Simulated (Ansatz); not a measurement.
[CoBrCl5]3- (CoBrCl₅³⁻). The state is a singlet with charge -3. Geometry r2SCAN-D4/def2-SVPD; atoms count from 1.

```xyz
7

Co    0.0277    0.0279    0.0030
Br   -1.7828   -1.7976   -0.1897
Cl    1.6787    1.6928    0.1784
Cl   -0.8126    1.0491   -1.9452
Cl    0.8508   -1.0106    1.9493
Cl    1.4747   -1.2861   -1.3100
Cl   -1.4365    1.3245    1.3141
```

A multiply charged anion in the gas phase is held together partly by the finite basis. The restricted singlet is unstable: a solution with broken spin symmetry lies lower. The highest occupied level of the charge -3 singlet lies above zero (up to 4.15 eV). The electron is either unbound and held by the finite basis, or the level is raised by self-interaction error. The geometry of the singlet was relaxed on an unsound state (restricted singlet, unstable towards broken spin symmetry at other levels and untested here). At PBE0-D4/def2-TZVPD a quintet of charge -3 lies 5.24 eV below the restricted singlet, each at its own geometry.

Estimate the Mulliken populations from the PBE0/def2-TZVPD orbitals of Ansatz.


```json
{"atom": "Co1", "charge (e)": "0.61", "d electrons": "7.51"}
{"atom": "Br2", "charge (e)": "-0.67", "d electrons": "–"}
{"atom": "Cl3", "charge (e)": "-0.59", "d electrons": "–"}
{"atom": "Cl4", "charge (e)": "-0.59", "d electrons": "–"}
{"atom": "Cl5", "charge (e)": "-0.59", "d electrons": "–"}
{"atom": "Cl6", "charge (e)": "-0.59", "d electrons": "–"}
{"atom": "Cl7", "charge (e)": "-0.59", "d electrons": "–"}
```
Mulliken values and Mayer orders depend strongly on the basis. With diffuse functions, as here, like atoms can get unlike values, and bond orders can come out too low or too high.

And the Mayer bond orders between bonded heavy atoms (over 0.3)?

Co1–Br2 0.48 (2.58 Å); Co1–Cl3 0.56 (2.35 Å); Co1–Cl4 0.60 (2.35 Å); Co1–Cl5 0.60 (2.35 Å); Co1–Cl6 0.60 (2.35 Å); Co1–Cl7 0.60 (2.35 Å).
